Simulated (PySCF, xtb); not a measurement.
phosphorus nitride (NP), SMILES N#P.

GFN2-xTB in xtb at its own geometry gives an orbital gap of 3.22 eV and a dipole moment of 1.89 D.

Coordinates come from a r2SCAN-D4/def2-TZVPD optimisation.

What does ωB97X/def2-TZVPD (PySCF) give? (Estimate from the structure and the level; the computed values follow.)

gap 11.60 eV (levels -11.81 and -0.21 eV), dipole 2.99 D.
